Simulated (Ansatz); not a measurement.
Molecule: SnH2 (charge 0, triplet). This is an excited triplet: at this geometry the singlet lies 0.70 eV lower at CCSD(T)/CBS(def2-TZVPPD,def2-QZVPPD). 
Geometry from a B3LYP-D3(BJ)/def2-TZVP (Ansatz, a program for electronic structure) optimisation:
SMILES: [SnH2]
```xyz
3

Sn     0.0006    -0.0010    -0.0337
H      1.4723     0.0122     0.8709
H     -1.5044     0.0360     0.8136
```
Charge 0, spin multiplicity 3.

Basis-set convergence of Hartree-Fock and CCSD(T) correlation energies (hartree) with Ansatz. Valence correlation only, unless marked. UHF or UKS for open shells. Spin-orbit coupling is left out. Frozen are the shells of the preceding noble gas and the d and f shells that filled before the atom's block. In def2 rows, elements after Kr have scalar-relativistic effective core potentials.

| basis | functions | E(HF) | E(corr, CCSD(T)) |
|---|---|---|---|
| def2-SVP | 36 | -214.44627 | -0.08416 |
| def2-TZVPP | 78 | -214.45449 | -0.10162 |
| def2-QZVPP | 142 | -214.45596 | -0.10660 |

Extrapolating the two largest sets (X = 3 and 4) as X^-3: E(corr) = (64·(-0.10660) - 27·(-0.10162))/37 = -0.1102 Eh, an estimate of the basis-set limit. The largest set recovers 96.7 % of it, the smallest 76.3 %.
